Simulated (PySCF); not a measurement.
H11NOSi4.
Structure used (GFN2-xTB), in Å, numbered top down from 1:
```xyz
17
H11NOSi4 angstrom
N     -0.5909    2.4869    0.0933
Si     0.8132    1.7782   -0.6105
Si     0.3132   -0.4898   -0.7909
Si     1.9509   -1.8565    0.1465
Si    -1.8076   -1.0279   -0.0324
O     -1.8202   -0.1653    1.3673
H     -1.0820    1.9698    0.8048
H     -0.6021    3.4696    0.3119
H      1.0020    2.5436   -1.8490
H      2.0484    2.0038    0.1748
H      0.3002   -0.8403   -2.2365
H      1.7198   -3.2896   -0.0684
H      3.2905   -1.5939   -0.3901
H      2.0706   -1.6918    1.5998
H     -2.9809   -0.6171   -0.8183
H     -2.0789   -2.4336    0.3146
H     -2.5531   -0.2339    1.9731
```

Level of theory: PySCF, TDDFT CAM-B3LYP/def2-SVPD, vertical, gas phase, core orbitals frozen in the response.

Transition dipole moments from the ground state, in atomic units and in the frame of the coordinates above (overall signs are arbitrary), for the states with f of 0.002 or more among the lowest 8:

| state | E (hartree) | μx | μy | μz |
| --- | --- | --- | --- | --- |
| S1 | 0.2062 | 0.002 | 0.234 | -0.086 |
| S2 | 0.2277 | 0.668 | 0.082 | -0.018 |
| S3 | 0.2292 | -0.353 | -0.624 | 0.138 |
| S4 | 0.2425 | 0.333 | 0.011 | -0.103 |
| S6 | 0.2530 | -0.287 | -0.338 | -0.084 |
| S7 | 0.2551 | -0.331 | 0.047 | 0.041 |
| S8 | 0.2600 | -0.289 | -0.094 | -0.144 |

**Question.** Work out the oscillator strengths.

**Answer.** f = (2/3) ΔE |μ|² with ΔE in hartree (27.2114 eV).

```tsv
state	|μ|² (au)	|μ| (D)	f
S1	0.062	0.63	0.009
S2	0.454	1.71	0.069
S3	0.533	1.85	0.081
S4	0.121	0.89	0.020
S6	0.203	1.15	0.034
S7	0.113	0.86	0.019
S8	0.113	0.86	0.020
```

**Question.** Which bond between heavy atoms lies closest to the direction of the S3 transition dipole?

**Answer.** Si2–Si3, at 23° from it; next Si3–Si5 at 45°.

**Question.** What angle do the transition dipoles of S2 and S7 make?

**Answer.** |cos θ| = |μa·μb| / (|μa| |μb|) = 0.96, so θ ≈ 16° (taken between 0 and 90°, since the signs are arbitrary).

**Question.** What peak molar absorption coefficient would the strongest computed level give as a lone Gaussian band 0.4 eV wide at half height?

**Answer.** ε(max) = 2.175×10⁸ f / FWHM, with the width in cm⁻¹. S3: 2.175×10⁸ × 0.0814 / 3226 ≈ 5500 L mol⁻¹ cm⁻¹.

On one thread of an Arm Neoverse V1, on a shared host, this took 68 s wall and 0.98 GiB of memory at its peak.

One conformer stands for the species.
